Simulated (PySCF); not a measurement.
**Ionisation energy of Al⁺ by level of theory**

Al⁺ [Ne] 3s2 (1S) → Al²⁺ [Ne] 3s1 (2S), as a difference of total energies. Calculation: PySCF 2.14, in x2c-TZVPPall with one added diffuse shell each of s, p, d type (6s6p4d1f, 51 functions); the spin-free X2C one-electron Hamiltonian (Gaussian nucleus). Correlated levels: valence: [Ne] frozen. The calculations carry no spin-orbit coupling.

```json
{"method": "UHF", "ionisation energy (eV)": "17.561"}
{"method": "MP2 (valence)", "ionisation energy (eV)": "18.312"}
{"method": "SCS-MP2 (valence)", "ionisation energy (eV)": "18.462"}
{"method": "CCSD (valence)", "ionisation energy (eV)": "18.630"}
```

Errors of the correlated levels include the incompleteness of this basis and the frozen core.

With two correlated electrons CCSD is exact in that space.

Task: Which method comes closest to the reference value, and which is furthest?

Result: The reference is 18.829 eV (measured; NIST Atomic Spectra Database, ionization energies). Closest: CCSD (valence) (error -0.199 eV); furthest: UHF (error -1.268 eV).
